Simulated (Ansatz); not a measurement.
Correlation energies of `C[Si](C)(C)NN` by basis set

```json
{"atom": "C1", "x (Å)": "-1.481", "y (Å)": "0.428", "z (Å)": "-1.011"}
{"atom": "Si2", "x (Å)": "0.157", "y (Å)": "0.002", "z (Å)": "-0.200"}
{"atom": "C3", "x (Å)": "1.385", "y (Å)": "-0.590", "z (Å)": "-1.480"}
{"atom": "C4", "x (Å)": "0.776", "y (Å)": "1.530", "z (Å)": "0.686"}
{"atom": "N5", "x (Å)": "-0.010", "y (Å)": "-1.289", "z (Å)": "0.936"}
{"atom": "N6", "x (Å)": "-0.890", "y (Å)": "-1.263", "z (Å)": "2.036"}
{"atom": "H7", "x (Å)": "-2.234", "y (Å)": "0.711", "z (Å)": "-0.270"}
{"atom": "H8", "x (Å)": "-1.373", "y (Å)": "1.273", "z (Å)": "-1.697"}
{"atom": "H9", "x (Å)": "-1.873", "y (Å)": "-0.420", "z (Å)": "-1.579"}
{"atom": "H10", "x (Å)": "2.348", "y (Å)": "-0.827", "z (Å)": "-1.022"}
{"atom": "H11", "x (Å)": "1.555", "y (Å)": "0.181", "z (Å)": "-2.236"}
{"atom": "H12", "x (Å)": "1.023", "y (Å)": "-1.483", "z (Å)": "-1.995"}
{"atom": "H13", "x (Å)": "1.758", "y (Å)": "1.354", "z (Å)": "1.132"}
{"atom": "H14", "x (Å)": "0.093", "y (Å)": "1.828", "z (Å)": "1.487"}
{"atom": "H15", "x (Å)": "0.859", "y (Å)": "2.378", "z (Å)": "0.000"}
{"atom": "H16", "x (Å)": "0.278", "y (Å)": "-2.230", "z (Å)": "0.725"}
{"atom": "H17", "x (Å)": "-0.550", "y (Å)": "-0.613", "z (Å)": "2.734"}
{"atom": "H18", "x (Å)": "-1.819", "y (Å)": "-0.969", "z (Å)": "1.754"}
```

The species carries charge 0 and has multiplicity 1. Geometry: relaxed with PBE0-D4/def2-TZVP. It is one conformer, not always the lowest. Frozen core, restricted reference, Ansatz. CBS rows extrapolate triple and quadruple zeta; past MP2 they add the triple-zeta difference.

```
     basis     HF (Eh)  MP2 corr.
  def2-SVP  -518.17589   -0.87648
def2-TZVPP  -518.54687   -1.08867
def2-QZVPP  -518.56724   -1.16221
```

Estimate the CCSD correlation energy and the (T) correction in each basis where they were run (hartree).


| basis | CCSD corr. | (T) |
| --- | --- | --- |
| def2-SVP | -0.95335 | -0.02652 |
| def2-TZVPP | -1.15217 | -0.04466 |
| CBS(def2) | -1.28018 | as TZ |
